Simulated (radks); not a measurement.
The dysprosium ion Dy39+, configuration [Ar] 3d9. All-electron calculation, non-relativistic Kohn-Sham, TPSS, spin-polarised, spherical densities, point nucleus; open shells are filled with parallel spins first (spin-orbit coupling, left out, can overturn this in heavy ions); meta-GGA in the generalised Kohn-Sham scheme; relativity is left out, which matters for an element this heavy. Program: a radial shooting solver on a logarithmic mesh with Libxc functionals.

Normalised radial functions P(r) = r R(r), r in bohr:

r	3p down	3d down
0.001179	0.0043	0.0000
0.001475	0.0067	0.0000
0.001831	0.0101	0.0001
0.00229	0.0156	0.0001
0.002842	0.0236	0.0003
0.003556	0.0361	0.0005
0.004413	0.0541	0.0010
0.005521	0.0816	0.0019
0.006853	0.1202	0.0035
0.008573	0.1776	0.0065
0.01064	0.2552	0.0119
0.01331	0.3650	0.0221
0.01652	0.5042	0.0394
0.02067	0.6844	0.0707
0.02565	0.8861	0.1217
0.03209	1.1024	0.2085
0.03983	1.2766	0.3402
0.04983	1.3525	0.5445
0.06185	1.2413	0.8197
0.07737	0.8544	1.1852
0.0968	0.1648	1.6011
0.1201	-0.7066	1.9811
0.1503	-1.6066	2.2444
0.1865	-2.1886	2.2638
0.2334	-2.2687	1.9846
0.2896	-1.8469	1.4848
0.3624	-1.1473	0.8919
0.4497	-0.5422	0.4249
0.5626	-0.1741	0.1427
0.6983	-0.0381	0.0337

3p down: eigenvalue -3244.5 eV, 1 radial node at r = 0.101 bohr, <r> = 0.233 bohr, 90 % of the charge inside 0.346 bohr. 3d down: eigenvalue -2950.3 eV, 0 radial nodes, <r> = 0.205 bohr, 90 % of the charge inside 0.316 bohr.
